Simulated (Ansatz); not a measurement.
C11H13ClZr (`[CH3][Zr]12345678([Cl])([C@H]9[C@@H]1[C@@H]2[C@@H]3[C@H]94)[C@H]1[C@@H]5[C@@H]6[C@@H]7[C@H]18`), relaxed with RKS PBE0-D4/def2-TZVP in Ansatz 0.2.0 from a GFN2-xTB geometry. The force threshold is 0.005 eV/Å; the program also tests the step.

Total charge 0; spin multiplicity 1. Zr: def2 effective core potential.

Start:

```xyz
26

C    -0.727   -0.128   -2.322
Zr   -0.462   -0.068   -0.116
Cl   -2.746   -0.410    0.267
C    -0.368   -2.548    0.180
C    -0.146   -1.989    1.458
C     1.097   -1.321    1.431
C     1.632   -1.439    0.130
C     0.729   -2.207   -0.643
C    -0.737    2.406   -0.359
C     0.644    2.122   -0.521
C     1.141    1.680    0.724
C     0.068    1.658    1.644
C    -1.085    2.126    0.977
H     0.218   -0.047   -2.886
H    -1.212   -1.071   -2.623
H    -1.386    0.683   -2.669
H    -1.192   -3.195   -0.095
H    -0.764   -2.153    2.335
H     1.613   -0.914    2.294
H     2.624   -1.133   -0.182
H     0.918   -2.591   -1.638
H    -1.381    2.872   -1.096
H     1.241    2.360   -1.394
H     2.185    1.514    0.961
H     0.144    1.473    2.710
H    -2.048    2.320    1.434
```

Question: By how much does the energy fall, and how many steps does the optimiser take? (Best estimate.)

Answer: The calculation gave: 36.03 kJ/mol, in 16 steps.

Question: Which bonds change most? (Best estimate.)

Answer: Ansatz gave: Zr2–Cl3 from 2.341 to 2.417 Å; C1–Zr2 from 2.222 to 2.266 Å; Zr2–C10 from 2.486 to 2.529 Å; Zr2–C9 from 2.501 to 2.538 Å.

Question: Give the relaxed structure. (An estimate is asked.)

Answer: Computed: 
```xyz
26

C    -0.494   -0.127   -2.266
Zr   -0.492   -0.066    0.000
Cl   -2.863   -0.371    0.357
C    -0.381   -2.588    0.124
C    -0.246   -2.116    1.447
C     0.969   -1.411    1.536
C     1.587   -1.447    0.264
C     0.756   -2.185   -0.602
C    -0.863    2.428   -0.288
C     0.474    2.175   -0.663
C     1.171    1.745    0.481
C     0.262    1.729    1.567
C    -0.989    2.168    1.089
H     0.489   -0.074   -2.745
H    -0.972   -1.058   -2.588
H    -1.095    0.706   -2.645
H    -1.228   -3.131   -0.267
H    -0.969   -2.241    2.239
H     1.364   -0.935    2.421
H     2.538   -1.005    0.005
H     0.950   -2.390   -1.643
H    -1.661    2.734   -0.947
H     0.884    2.282   -1.655
H     2.218    1.484    0.527
H     0.490    1.459    2.587
H    -1.899    2.237    1.664
```
